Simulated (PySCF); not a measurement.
# Electronic structure of Cu¹⁷⁺ (copper, charge +17) at the UHF level

Configuration: [Ne] 3s2, closed-shell 1S. Calculation: PySCF 2.14, in an even-tempered Gaussian basis (18 s from 1.5 bohr⁻², ratio 2.5; 11 p from 2 bohr⁻², ratio 2.5; 5 d from 7.9 bohr⁻², ratio 2.7; 4 f from 12 bohr⁻², ratio 2.7); the spin-free X2C one-electron Hamiltonian (Gaussian nucleus).

```json
{
  "Total energy": "-1504.683016 hartree",
  "One-electron energy": "-1770.6637 hartree",
  "Hartree (Coulomb) energy": "314.5567 hartree",
  "Exchange energy": "-48.5760 hartree",
  "⟨S²⟩": "0.0000",
  "⟨L²⟩": "0.000",
  "Sum of ⟨r⟩": "2.965 bohr",
  "Sum of ⟨r²⟩": "1.230 bohr²"
}
```

```json
{"shell": "1s", "electrons": "2", "mean orbital energy (eV)": "-9692.8", "rms radius, mean of both spins (bohr)": "0.0601"}
{"shell": "2s", "electrons": "2", "mean orbital energy (eV)": "-1750.8", "rms radius, mean of both spins (bohr)": "0.250"}
{"shell": "2p", "electrons": "6", "mean orbital energy (eV)": "-1593.7", "rms radius, mean of both spins (bohr)": "0.224"}
{"shell": "3s", "electrons": "2", "mean orbital energy (eV)": "-628.73", "rms radius, mean of both spins (bohr)": "0.631"}
```

Densities and radii are taken from the X2C orbitals without a picture-change correction, which distorts them close to the nucleus.

Spin-orbit constants ζ (cm⁻¹) from the X2C one-electron operator on these orbitals: bare nucleus, nucleus screened by l(l+1)(2l+1)/3 electrons, and screened by the Breit-Pauli mean field of the electrons.

```tsv
shell	bare	screened nucleus	mean field
2p	118100	109900	106500
```
